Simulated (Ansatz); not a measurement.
Cartesian coordinates in Å:
```
C 0.3021 1.8943 0.4765
N 1.0672 0.8980 -0.2398
Si 1.0340 -0.7821 0.0470
O -0.1367 -1.6565 -0.7122
C -1.5057 -1.4734 -0.4492
H 0.9110 2.7717 0.7171
H -0.0437 1.4732 1.4237
H -0.5829 2.2369 -0.0736
H 1.4799 1.2378 -1.0938
H 0.8326 -0.9268 1.5160
H 2.2913 -1.3741 -0.4598
H -2.0620 -2.2883 -0.9164
H -1.7183 -1.4850 0.6276
H -1.8688 -0.5255 -0.8630
```

Charge 0, multiplicity 1.

List the ωB97M-V/def2-TZVPP orbital energies in eV (Ansatz 0.2.0). (Estimate.)

The calculation gave: Occupied: -1807.06, -525.75, -394.13, -282.62, -282.13, -148.03, -102.16, -102.14, -102.14, -30.92, -27.27, -21.90, -21.35, -17.86, -16.19, -15.28, -15.24, -14.88, -14.49, -13.51, -12.47, -11.90, -11.12, -10.53, -9.31. Lowest empty: 2.27, 2.94, 3.20, 3.79, 3.92, 4.14, 4.32, 4.77.
